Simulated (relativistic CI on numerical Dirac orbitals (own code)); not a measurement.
**Sensitivity of the levels of Nb¹⁵⁺ to α and to the nuclear radius**

Computed by Dirac-Coulomb-Breit CI, orbitals from a KLI potential per configuration, derivatives by finite differences, unscaled Slater integrals, QED left out (own radial code, finite nucleus).

CI space (outside the closed core [Ne]): 3s2 3p6 3d8, 3s2 3p5 3d9, 3s2 3p4 3d10, 3s 3p6 3d9, 3p6 3d10, 3s2 3p6 3d7 4s, 3s2 3p6 3d7 4p, 3s 3p5 3d10. Levels of other configurations are missing.

With x = (α/α₀)² − 1 an excitation energy changes as ω = ω₀ + qx; K = 2q/ω₀ is the relative enhancement. Terms are leading LS components, so labels can repeat. The field-shift factor is F = δν/δ⟨r²⟩ for the transition from the lowest level.

Lowest level 3s2 3p6 3d8 3F_4.

```csv
Level,ω₀ (cm⁻¹),q (cm⁻¹),K,F (GHz/fm²)
3s2 3p6 3d8 3F_3,20750,21490,2.07,0.129
3s2 3p6 3d8 3F_2,24881,11790,0.948,0.0743
3s2 3p6 3d8 3P_2,47894,18170,0.759,0.142
3s2 3p6 3d8 3P_0,65978,15170,0.46,0.162
3s2 3p6 3d8 3P_1,67174,22210,0.661,0.196
3s2 3p6 3d8 1D_2,71516,34900,0.976,0.238
3s2 3p6 3d8 1G_4,80500,18180,0.452,0.204
3s2 3p6 3d8 1S_0,165882,29420,0.355,0.366
3s2 3p5 3d9 3F°_4,1220830,32120,0.0526,2.08
3s2 3p5 3d9 1D°_2,1244853,41500,0.0667,2.08
3s2 3p5 3d9 3F°_3,1269983,64150,0.101,2
3s2 3p5 3d9 3D°_2,1309099,59210,0.0905,2.1
3s2 3p5 3d9 3P°_1,1318459,51110,0.0775,2.11
```

At this charge energies of transitions that change n are usually good to better than 1 %, and those within a shell (Δn = 0) to a few per cent. Terms inside the open d or f shell come out 10 to 20 % too wide with unscaled integrals.
